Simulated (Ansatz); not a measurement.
Relaxation of Cl₂F₃Ta (6 atoms, charge 0, multiplicity 1), to a largest force component of 0.02 eV/Å in at most 40 steps.

These are results of Ansatz, RKS PBE/def2-SVP, not measurements.

```xyz
6
Properties=species:S:1:pos:R:3:forces:R:3
Ta 0.000 0.000 0.000 -0.31 0.00 0.00
F 1.930 0.000 0.000 -1.95 0.00 0.00
F 0.000 0.000 1.930 0.02 0.00 -1.22
F 0.000 0.000 -1.930 0.02 0.00 1.22
Cl -1.235 2.139 0.000 1.11 -1.94 0.00
Cl -1.235 -2.139 0.000 1.11 1.94 0.00
```

Where does it end, and by what steps?

The run converged. After 5 steps the energy has fallen by 0.539 eV; Cl5 moved furthest, 0.19 Å.

```
step  energy less start (eV)  largest force component (eV/Å)  accepted
   0                  0.0000                           1.953       yes
   1                 -0.4774                           1.052       yes
   2                 -0.5339                           0.091       yes
   3                 -0.5370                           0.116       yes
   4                 -0.5389                           0.084       yes
   5                 -0.5391                           0.017       yes
```

```xyz
6
Properties=species:S:1:pos:R:3
Ta -0.033 0.000 0.000
F 1.839 0.000 0.000
F 0.070 0.000 1.895
F 0.070 0.000 -1.895
Cl -1.243 1.953 0.000
Cl -1.243 -1.953 0.000
```

Whether the end is a true minimum wasn't checked by a vibrational analysis.

Run time: 9.2 s on 2 threads of Intel(R) Xeon(R) 6975P-C (Granite Rapids), with other jobs on the host, peak memory 0.17 GiB.
